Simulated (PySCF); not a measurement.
Two species compared at the same levels of theory.

First species: C₃H₉NOSi.
SMILES: `C[SiH2]NC(C)=O`

Second species: C7H11OP.
Structure used (GFN2-xTB), in Å, numbered top down from 1:
```xyz
20
C7H11OP angstrom
C     -1.734   -0.914    0.690
C     -1.477   -0.880   -0.810
P     -0.313    0.439   -1.440
C     -1.024    1.934   -0.609
C      1.077    0.127   -0.315
C      1.795   -1.100   -0.201
C      2.803   -0.869    0.677
O      2.777    0.405    1.106
C      1.738    1.002    0.499
H     -2.320   -1.795    0.945
H     -2.290   -0.037    1.014
H     -0.797   -0.955    1.242
H     -2.416   -0.746   -1.355
H     -1.052   -1.833   -1.137
H     -2.040    2.078   -0.973
H     -0.432    2.802   -0.893
H     -1.025    1.835    0.473
H      1.574   -2.019   -0.706
H      3.576   -1.502    1.066
H      1.575    2.038    0.720
```

Levels: PBE0/pcSseg-1 for dipole moment, HOMO energy, LUMO energy and HOMO–LUMO gap; GFN2-xTB for rotational constant A and rotational constant C. Geometries: GFN2-xTB. Each species is one conformer at its optimised geometry, gas phase, non-relativistic unless stated; the electronic structure was computed with PySCF and density fitting.

The conformers computed, where there is a choice (atom-mapped SMILES and torsion angles):
- `[CH3:1][SiH2:2][NH:3][C:4]([CH3:5])=[O:6]`: C1–Si2–N3–C4 -67°, Si2–N3–C4–C5 180°
- `[CH3:1][CH2:2][P:3]([CH3:4])[c:5]1[cH:6][cH:7][o:8][cH:9]1`: C1–C2–P3–C4 -49°, C2–P3–C5–C6 60°

```tsv
property	column X	column Y
dipole moment	3.19 D	1.30 D
HOMO energy	-7.47 eV	-6.19 eV
LUMO energy	0.45 eV	0.19 eV
HOMO–LUMO gap	7.92 eV	6.38 eV
rotational constant A	5.746 GHz	2.323 GHz
rotational constant C	1.531 GHz	0.869 GHz
```

Problem. Which column belongs to which species?

Solution. Column X is the first species and column Y the second. The first has 15 atoms and 56 electrons, the second 20 and 76.

Problem. How does each property change from the first species to the second?

Solution. dipole moment -1.89 D; HOMO energy +1.28 eV; LUMO energy -0.26 eV; HOMO–LUMO gap -1.54 eV; rotational constant A -3.423 GHz; rotational constant C -0.662 GHz.

On the first: The dipole equals about 10.7 × 10⁻³⁰ C·m (1 D = 3.33564 × 10⁻³⁰ C·m).

On the second: In atomic units the dipole is 0.51 e·bohr (1 au = 2.5417 D). A dipole of 1.30 D is allowed in C1, and pure rotational transitions are dipole-allowed.
